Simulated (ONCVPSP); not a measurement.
**u(r) = r·R(r): atom against pseudo-atom (mercury)**

Columns: radius, all-electron u(r) and pseudo u(r) of the 5p shell (level -68.80 eV) of mercury in the configuration [Kr] 4d10 4f14 5s2 5p6 5d10 6s1 6p1; PBEsol, scalar-relativistic, ONCV scheme, ONCVPSP 4.0.1.

```
r (bohr)  all-electron  pseudo
   0.098        0.2824  0.0328
   0.195        0.0972  0.1252
   0.292       -0.5530  0.2654
   0.390       -0.5372  0.4375
   0.488       -0.0915  0.6190
   0.585        0.4121  0.7871
   0.682        0.8037  0.9261
   0.780        1.0434  1.0241
   0.878        1.1462  1.0738
   0.975        1.1488  1.0751
   1.072        1.0883  1.0347
   1.170        0.9914  0.9610
   1.268        0.8790  0.8658
   1.365        0.7652  0.7615
   1.463        0.6555  0.6556
   1.560        0.5562  0.5569
   1.658        0.4671  0.4674
   1.755        0.3903  0.3903
   1.852        0.3244  0.3243
   1.950        0.2679  0.2678
   2.047        0.2209  0.2208
   2.145        0.1812  0.1811
   2.242        0.1486  0.1485
   2.340        0.1213  0.1213
   2.438        0.0989  0.0989
   2.535        0.0807  0.0807
```

(1) How many radial nodes do the two functions have?

(2) At about which radius was the pseudo-wave matched?

(3) Where does each function peak?

(4) Is the pseudo-wave norm-conserving?

Answers

(1) The all-electron 5p function has n − l − 1 = 3 (the table is too coarse to show those close to the nucleus); the pseudo-wave has 0, since the states of the same l below it are removed with the core.

(2) 1.95 bohr. The columns agree to 0.0005 from 1.66 bohr on; several derivatives are matched, so the curves merge somewhat inside the radius.

(3) Outermost all-electron maximum near 0.97 bohr, pseudo maximum near 0.97 bohr (to the table’s step).

(4) Yes: the ONCV scheme keeps the norm inside the radius equal to the all-electron one, which fixes the energy derivative of the logarithmic derivative at the level.
